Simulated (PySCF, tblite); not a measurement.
Parent: `[CH2:1]=[CH:2][CH2:3][P:4]([CH3:5])[PH2:6]` with C1–C2–C3–P4 105°, C2–C3–P4–C5 -166°, C3–P4–P6–H 91° and -177°, C4H10P2.

Computed geometry: GFN2-xTB, gas phase. One conformer each, not checked by frequencies here.

```tsv
coordinate of the parent	value
C1=C2	1.322 Å
C2–C3	1.487 Å
C3–P4	1.878 Å
P4–C5	1.856 Å
P4–P6	2.176 Å
C1–C2–C3	123.7°
C2–C3–P4	109.6°
C3–P4–C5	97.5°
C3–P4–P6	96.9°
C5–P4–P6	97.8°
```

Question: In one relative the bonds that all share with the parent change as follows (parent's numbers): C1–C2 -0.003, C2–C3 +0.013, C3–P4 -0.046, P4–C5 -0.042, P4–P6 -0.007 Å. Which is it?
A. `[CH2:1]=[CH:2][CH2:3][P@:4](=[CH2:5])([CH3:6])[PH2:7]` with C1–C2–C3–P4 108°, C2–C3–P4–C5 -76°, C3–P4–P7–H 173° and -95°
B. `[CH2:1]=[CH:2][CH2:3][P@@+:4]([CH3:5])([PH2:6])[CH2:7][CH3:8]` (charge +1) with C1–C2–C3–P4 115°, C2–C3–P4–C5 -70°, C3–P4–P6–H 62° and 156°, C3–P4–C7–C8 -70°

Answer: B. The changes in all of them (Å):

| SMILES | C1–C2 | C2–C3 | C3–P4 | P4–C5 | P4–P6 |
| --- | --- | --- | --- | --- | --- |
| C=CC[P@](=C)(C)P | -0.002 | +0.002 | -0.037 | -0.030 | +0.099 |
| C=CC[P@@+](C)(P)CC | -0.003 | +0.013 | -0.046 | -0.042 | -0.007 |

Atoms are paired thus: C=CC[P@](=C)(C)P: C1 = C1, C2 = C2, C3 = C3, P4 = P4, C5 = C6, P6 = P7; C=CC[P@@+](C)(P)CC: C1 = C1, C2 = C2, C3 = C3, P4 = P4, C5 = C5, P6 = P6.
